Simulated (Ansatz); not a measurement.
Consider the atomization: `[GeH3][NH][GeH3]` → 2 Ge• + 7 H• + N•.

Calculated with Ansatz (gas phase, PBE0-D4/def2-TZVP geometries, no zero-point term in ΔE). CCSD(T)/CBS adds triple-zeta CCSD(T) − MP2 to the extrapolated MP2 energy (def2 sets, frozen cores). This one scheme is used for every species, atoms too. Functionals use def2-TZVPP. B3LYP here is the variant with VWN-RPA as its local correlation; programs differ in this. No spin–orbit coupling; open shells (•) take unrestricted orbitals. Spin–orbit coupling would lower the free atoms: clearly for Ge. Bonds to Ge are less sure, by a few kJ/mol each and by 10 to 20 or more in all where they break to atoms, as the def2 sets lack core-valence functions. Scalar relativity is left out up to krypton.

```tsv
level	ΔE (kJ/mol)	difference from CCSD(T)/CBS
BLYP-D4	2741.1	-54.6
B97M-V	2812.6	16.9
B3LYP-D4	2766.5	-29.2
BHLYP-D4	2720.1	-75.6
ωB97M-V	2761.1	-34.6
B2PLYP	2738.3	-57.4
PBE-QIDH	2736.7	-59.0
r2SCAN	2759.1	-36.6
PBE0	2713.9	-81.8
HF/def2-SVP	1949.1	-846.6
MP2/def2-SVP	2564.4	-231.3
MP2/def2-TZVPP	2707.5	-88.2
SCS-MP2/def2-TZVPP	2745.9	-49.8
CCSD(T)/def2-TZVPP	2739.0	-56.7
SCS-MP2/def2-QZVPP	2789.1	-6.6
HF/CBS(def2)	1958.9	-836.8
CCSD(T)/CBS	2795.7	0
```

Largest T1 diagnostic among the species: 0.011.

From BLYP to BHLYP (50 % exact exchange), in def2-TZVPP and without D4, ΔE moves by −5.0 kJ/mol: exact exchange takes away binding that semilocal exchange gives to molecules. The D4 term adds +30.8 kJ/mol with B3LYP and +16.1 kJ/mol with PBE0; it sums over pairs of atoms, weighted by their polarisabilities, and B3LYP, whose exchange is more repulsive, gets the larger term. In def2-TZVPP, CCSD(T) changes the Hartree–Fock value by +783.0 kJ/mol (the triples alone add +32.8 kJ/mol) and MP2 by +751.4 kJ/mol; breaking electron pairs costs correlation energy, which Hartree–Fock lacks.

For atomizations the MP2-based limit and the directly extrapolated one differ by several kJ/mol either way, and by 10 to 25 for some Ge, Se and Sn compounds, so smaller differences from it don't rank the levels.
